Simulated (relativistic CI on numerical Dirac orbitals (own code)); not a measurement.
How well does a small relativistic CI reproduce Se⁵⁺?

Method of calculation: Dirac-Coulomb-Breit CI, orbitals from a KLI potential per configuration, a model potential for QED, valence Slater integrals scaled by 0.85, P86 correlation energy added to each configuration (own radial code, finite nucleus).

Configurations in the expansion (outside the closed core [Ar]): 3d10 4s, 3d10 4p, 3d10 4d, 3d10 4f, 3d10 5s, 3d10 5p, 3d9 4s2, 3d10 5d, 3d10 6s, 3d10 6p, 3d10 5f, 3d10 5g, 3d10 6d, 3d10 7s, 3d9 4s 4p, 3d10 7p, 3d10 7d, 3d9 4s 4d. Double excitations out of closed p, d and f shells are left out; levels of such configurations are missing from the list, as are those of other unlisted configurations, and high levels can miss mixing partners.

```
Configuration  Term (tabulated)    J  Measured (cm⁻¹)  Computed  Error  Purity (%)
      3d10 4s                2S  1/2              0.0         0      0         100
      3d10 4p               2P°  1/2         112762.0    111989   -773         100
      3d10 4p               2P°  3/2         118462.0    117451  -1011         100
      3d10 4d                2D  3/2         282830.0    279012  -3818         100
      3d10 4d                2D  5/2         283509.0    279658  -3851         100
      3d10 5s                2S  1/2         333594.0    328125  -5469         100
```

Measured levels from Moore, Atomic Energy Levels, vol. II, NSRDS-NBS 35 (1971 reprint of NBS Circular 467, 1952); pairs were made by configuration, J and term (by order where the table uses no LS term), so strongly mixed levels may be paired wrongly. The analysis dates from before 1960.

Mean error by configuration (cm⁻¹): 3d10 4p -892; 3d10 4d -3834; 3d10 5s -5469. Over the excited levels the mean absolute error is 2984 cm⁻¹ (5 of the 5 excited levels that our extract of the source holds in range could be paired), and the median relative error of those above 1,000 cm⁻¹ is 1.3 %.
